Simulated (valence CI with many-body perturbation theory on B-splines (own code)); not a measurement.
The numbers below are computed, except where a source is named.
## Xe¹⁵⁺: what the settings do

Level of theory: valence CI with perturbative core correlation (CI+MBPT): three valence electrons over a frozen Dirac-Fock core [Kr], a basis of 6 s, 6 p, 5 d, 5 f, 1 g functions for each j, with the one-electron correlation potential Σ1 (screened to all orders), the two-electron term Σ2, the three-electron term Σ3, Breit, model QED; selected single and double excitations, second order for the rest, scaled by the run's own slope (own B-spline code, finite nucleus).

No measured spectrum was set against this ion. As an estimate, terms of the open shell hold to 2 to 4 % of their energy, and close levels can change places. Only levels of the ground parity were solved; by the run's estimate the other parity begins above the list, which can be wrong where configurations are misplaced.

The reference run has the lowest level 4d3 4F_3/2 and an ionisation energy of 374.316 eV. Its largest variational space holds 2791 state functions.

Names give the largest LS component (configuration and term), which can be under half, so a name can repeat, a term be missing and a line seem to break the LS rules; names also repeat where a configuration has a term twice. Letters in brackets count levels of one name in rising energy.

Changed runs:
A. selection threshold (hartree) 2e-08 → 2e-07
B. natural orbitals for correlation on → off; scale of Σ1 1 → 0; scale of Σ2 1 → 0; three-electron term on → off
C. box radius (bohr) 9.333 → 10.88
D. scale of Σ2 1 → 3 (bad on purpose)

Excitation energies of the reference run in cm⁻¹, and shifts in cm⁻¹:

| Level | Reference | A | B | C | D |
| --- | --- | --- | --- | --- | --- |
| 4d3 4F_5/2 | 11474 | 0 | -537 | 0 | +223 |
| 4d3 4F_7/2 | 20974 | 0 | -461 | 0 | -155 |
| 4d3 4F_9/2 | 27458 | 0 | +309 | 0 | -1516 |
| 4d3 4P_3/2 | 29092 | +0.1 | +1023 | 0 | -1223 |
| 4d3 4P_1/2 | 33145 | +0.1 | +1088 | 0 | -1721 |
| 4d3 2G_7/2 | 44086 | +0.1 | +1866 | 0 | -2208 |
| 4d3 2H_9/2 | 45540 | 0 | +2224 | 0 | -3388 |
| 4d3 4P_5/2 | 47345 | +0.1 | +690 | 0 | -1300 |
| 4d3 2D_3/2 [a] | 54313 | +0.1 | +430 | 0 | -18 |
| 4d3 2P_1/2 | 57872 | +0.1 | +299 | 0 | -202 |
| 4d3 2H_11/2 | 61278 | 0 | +3587 | 0 | -5856 |
| 4d3 2D_5/2 [a] | 67001 | +0.1 | +1495 | 0 | -1739 |
| Ionisation energy (eV) | 374.316 | 0 | -3.629 | -0.00016 | +2.846 |
